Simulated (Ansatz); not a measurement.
CH₆OSSi₂, SMILES `O[SiH]1[SiH2]CS1`, relaxed with RKS PBE0-D4/def2-TZVP in Ansatz 0.2.0 from a PBE-D4/def2-SVP geometry. The force threshold is 0.005 eV/Å; the program also tests the step.

Total charge 0; spin multiplicity 1.

Start:

```xyz
11

O     2.462    0.297   -1.145
Si    1.019   -0.491   -0.797
Si   -0.150   -0.169    1.213
C    -1.642    0.196    0.055
S    -0.783    0.490   -1.574
H     2.477    1.235   -0.882
H     1.272   -1.872   -1.326
H     0.290    1.102    1.896
H    -0.377   -1.219    2.274
H    -2.233    1.095    0.325
H    -2.336   -0.663   -0.040
```

Problem. How much energy does the relaxation release, and in how many steps? (Best estimate.)

Solution. Computed: 1.62 kcal/mol, in 6 steps.

Problem. Which bonds change most? (An estimate is asked.)

Solution. The calculation gave: O1–Si2 from 1.681 to 1.644 Å; Si2–S5 from 2.193 to 2.158 Å; C4–S5 from 1.865 to 1.839 Å; Si3–C4 from 1.924 to 1.901 Å.

Problem. Give the relaxed structure. (An estimate is asked.)

Solution. Ansatz gave: 
```xyz
11

O     2.417    0.307   -1.118
Si    1.021   -0.493   -0.782
Si   -0.152   -0.173    1.203
C    -1.623    0.200    0.057
S    -0.765    0.444   -1.551
H     2.432    1.243   -0.909
H     1.280   -1.854   -1.312
H     0.282    1.074    1.895
H    -0.388   -1.221    2.236
H    -2.178    1.104    0.309
H    -2.325   -0.630   -0.027
```
